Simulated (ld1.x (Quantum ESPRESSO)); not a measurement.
## Which change was made? (Rb, TM semilocal)

```json
{"Element": "rubidium", "Generator": "ld1.x (Quantum ESPRESSO) 7.5", "Type": "norm-conserving Troullier–Martins (semilocal form)", "Functional": "LDA (PZ)", "Relativity": "scalar-relativistic", "Frozen core": "[Ar] 3d10", "Valence charge": "9", "Reference configuration": "4s2 4p6 5s1 5p0", "Partial waves": "4s (bound): rc 2.05 bohr; 4p (bound): rc 1.70 bohr; 4d channel at 0.15 Ry: rc 2.10 bohr", "Local potential": "the d channel", "Core correction": "none"}
```

Occupied shells without a wave of their own: 5s. They enter only through the test configuration that unscreens the potential.

Cutoffs, loose and tight: the cutoffs (Ry, on a coarse ladder) from which the occupation-weighted sum of valence levels, in a spherical-Bessel basis at the reference potential, stays within 10 and 1 mRy of its value at 400 Ry. They do not see the model core or the augmentation charge, which bear on the density cutoff. Test errors are all-electron minus pseudo excitation energies from the reference, over the configurations 4s2 4p6 5s0 5p0; 4s2 4p6 5s0.5 5p0; 4s2 4p6 5s0 5p1; 4s1 4p6 5s1 5p0; 4s2 4p5 5s1 5p0 (two spin-polarised tests are not counted in the largest error); variants that change the core or the reference have their own tests. The largest error is taken over the tests solved by every variant that gives reliable tests at all, those not shown here included: 4s1 4p6 5s1 5p0; 4s2 4p5 5s1 5p0; 4s2 4p6 5s0 5p0; 4s2 4p6 5s0.5 5p0.

The base gives: outcome: generated, misses its reference levels by 0.16 eV; cutoff, loose: 35 Ry; cutoff, tight: 70 Ry; bound ghosts: none; largest test error (meV): -261.

(1) After one change the result is: outcome: generated, misses its reference levels by 0.25 eV; cutoff, loose: 30 Ry; cutoff, tight: 55 Ry; bound ghosts: none; largest test error (meV): -407. Which change was it?
A. all radii scaled by about 0.93 (s 1.92, p 1.58, d 1.96 bohr)
B. all radii scaled by about 1.37 (s 2.82, p 2.34, d 2.88 bohr)
C. all radii scaled by about 0.75 (s 1.54, p 1.28, d 1.58 bohr)
D. all radii scaled by about 1.16 (s 2.38, p 1.98, d 2.44 bohr)
E. all radii scaled by about 1.06 (s 2.18, p 1.80, d 2.22 bohr)

Results:

(1) E. The others give: all radii scaled by about 0.93 (s 1.92, p 1.58, d 1.96 bohr) → outcome: generated; cutoff, loose: 40 Ry; cutoff, tight: 70 Ry; bound ghosts: none; largest test error (meV): -190 | all radii scaled by about 1.16 (s 2.38, p 1.98, d 2.44 bohr) → outcome: generated, misses its reference levels by 0.36 eV; cutoff, loose: 25 Ry; cutoff, tight: 35 Ry; bound ghosts: none; largest test error (meV): -604 | all radii scaled by about 0.75 (s 1.54, p 1.28, d 1.58 bohr) → outcome: generated; cutoff, loose: 70 Ry; cutoff, tight: 120 Ry; bound ghosts: none; largest test error (meV): -40 | all radii scaled by about 1.37 (s 2.82, p 2.34, d 2.88 bohr) → outcome: generated, misses its reference levels by 0.72 eV; cutoff, loose: 15 Ry; cutoff, tight: 25 Ry; bound ghosts: none; largest test error (meV): -1177.
